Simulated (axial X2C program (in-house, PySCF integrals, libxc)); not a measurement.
ReSi: a run with one poor setting

All values were computed with an in-house relativistic program for diatomic molecules. Two-component (2c) means X2C with spin–orbit coupling and atomic mean-field two-electron Coulomb and Gaunt terms. Basis: Re dyall-v3z [13s14p9d7f2g], Si dyall-v3z [8s7p2d1f] (cores contracted in-house); Gaussian nuclei, density fitting, unrestricted open shells. Masses: Re 186.956 u, Si 27.977 u.

One setting of this run was spoiled on purpose, so its numbers are not properties of ReSi. Level: PBE50, with spin–orbit coupling; state Ω = 3/2 (⟨Sz⟩ = 1.46, ⟨Lz⟩ = 0.04 at PBE50).

| R (Å) | E − E(lowest point) (eV) | SCF iterations |
| --- | --- | --- |
| 2.103 | 0.1619 | 66 |
| 2.170 | 0.0453 | 62 |
| 2.237 | 0.0000 | 13 |
| 2.315 | 0.0096 | 64 |
| 2.394 | 0.0669 | 59 |

Fit: Re 2.262 Å, ωe 334.4 cm⁻¹, residual 7.7 microhartree, De 2.71 eV.

Output at the reference distance:

```
two-component X2C + atomic mean field  PBE50
basis functions 213  fitting functions 1191  grid points 480
iter        total energy     max residual
   1     -16982.505070256     3.73e-01
   2     -16982.511168076     1.11e-02
   3     -16982.511507859     1.09e-01
   4     -16982.512778723     3.32e-02
   5     -16982.513022506     3.42e-02
   6     -16982.513378289     7.01e-03
   7     -16982.513430582     3.47e-04
   8     -16982.513439638     6.09e-04
   9     -16982.513443044     4.03e-04
  10     -16982.513443626     7.80e-05
  11     -16982.513443798     6.63e-05
  12     -16982.513443823     1.11e-05
  13     -16982.513443828     4.74e-06
converged
one-electron -23783.90537578  Coulomb 6924.90104431  exact exchange -175.88227413  xc functional -181.28361383  nuclear repulsion 248.38447540  atomic mean-field constant -14.72769979
```

Question: Which setting was spoiled?
A. integration grid too coarse
B. density fitting set too sparse
C. virtual space cut too low
D. too few iterations allowed
E. an excited determinant was followed

Answer: A. Integration grid too coarse: 20 radial and 14 angular points an atom against the usual 100 and 30 (atoms up to Ar take three quarters of the radial points).
